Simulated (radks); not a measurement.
Results of a calculation; reference values are marked as such.
Ionisation of Se+, [Ar] 3d10 4s2 4p3, to Se2+, [Ar] 3d10 4s2 4p2, under several functionals. Scalar-relativistic Kohn-Sham, spin-unpolarised, spherical densities, finite nucleus; a radial shooting solver on a logarithmic mesh with Libxc functionals.

[
 {"functional": "exchange-only B88", "E(Se+) (hartree)": "-2428.36782", "Exc (hartree)": "-86.30518", "IE (eV)": "19.400", "-e(HOMO) (eV)": "14.469", "<r> HOMO (bohr)": "2.139", "IE error (eV)": "-1.796"},
 {"functional": "r2SCAN", "E(Se+) (hartree)": "-2429.94478", "Exc (hartree)": "-87.85888", "IE (eV)": "20.543", "-e(HOMO) (eV)": "15.633", "<r> HOMO (bohr)": "2.108", "IE error (eV)": "-0.653"},
 {"functional": "PW91", "E(Se+) (hartree)": "-2430.06392", "Exc (hartree)": "-88.03391", "IE (eV)": "20.424", "-e(HOMO) (eV)": "15.472", "<r> HOMO (bohr)": "2.118", "IE error (eV)": "-0.772"},
 {"functional": "BLYP", "E(Se+) (hartree)": "-2429.97875", "Exc (hartree)": "-87.93786", "IE (eV)": "20.236", "-e(HOMO) (eV)": "15.274", "<r> HOMO (bohr)": "2.126", "IE error (eV)": "-0.960"},
 {"functional": "LDA (Slater exchange, Perdew-Zunger correlation)", "E(Se+) (hartree)": "-2426.36510", "Exc (hartree)": "-84.27663", "IE (eV)": "20.558", "-e(HOMO) (eV)": "15.589", "<r> HOMO (bohr)": "2.114", "IE error (eV)": "-0.638"},
 {"functional": "LDA (Slater exchange, VWN5 correlation)", "E(Se+) (hartree)": "-2426.38117", "Exc (hartree)": "-84.29291", "IE (eV)": "20.557", "-e(HOMO) (eV)": "15.586", "<r> HOMO (bohr)": "2.114", "IE error (eV)": "-0.639"}
]

NIST Atomic Spectra Database: 21.20 eV (measured). Closest: LDA (Slater exchange, Perdew-Zunger correlation). The Delta-SCF values span 1.16 eV, the total energies 3.70 hartree. The highest occupied level is 4p. Spin polarisation and multiplet splitting are left out, so open shells lie too high by an amount that depends on their filling.

Beside tabulated values, note that spin-unpolarised runs miss the spin-polarisation part of the exchange energy of open shells.
